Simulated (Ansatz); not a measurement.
Stepwise reaction of `NB(N)Br` with hydrogen chloride, as a gas-phase model of exchange steps in deposition or etching. ΔE in kJ/mol; ΔG adds harmonic PBE0-D4 terms to CCSD(T)/CBS, at 1 bar.

Calculated with Ansatz (gas phase, PBE0-D4/def2-TZVP geometries, no zero-point term in ΔE). CCSD(T)/CBS adds triple-zeta CCSD(T) − MP2 to the extrapolated MP2 energy (def2 sets, frozen cores). This one scheme is used for every species. DFT in def2-TZVPP. B3LYP here is the variant with VWN-RPA as its local correlation; programs differ in this. For Br outer-core shells are correlated without core-valence functions, which leaves a few kJ/mol of doubt a bond. Scalar relativity is left out up to krypton. One conformer a species, not always the lowest.

| step | reaction | PBE-D4 | B3LYP-D4 | ωB97M-V | CCSD(T)/CBS | ΔG(600 K) |
| --- | --- | --- | --- | --- | --- | --- |
| 1 | `NB(N)Br` + HCl → `NB(Cl)Br` + NH₃ | 7.0 | 13.3 | 12.8 | 10.6 | 11.8 |
| 2 | `NB(Cl)Br` + HCl → `ClB(Cl)Br` + NH₃ | 45.2 | 52.9 | 53.1 | 50.5 | 52.4 |

Problem. By hand: ΔE of the 2 steps together at CCSD(T)/CBS.

Solution. (10.6) + (50.5) = 61.1 kJ/mol, or 30.6 kJ/mol a step.

In ΔE each step is higher than the one before. All are uphill at CCSD(T)/CBS. ΔG lies between 11.8 and 52.4 kJ/mol a step. PBE-D4 differs from CCSD(T)/CBS by -5.3 to -3.6 kJ/mol a step. Isolated molecules leave out the surface, adducts and barriers. Largest T1 diagnostic: 0.010.
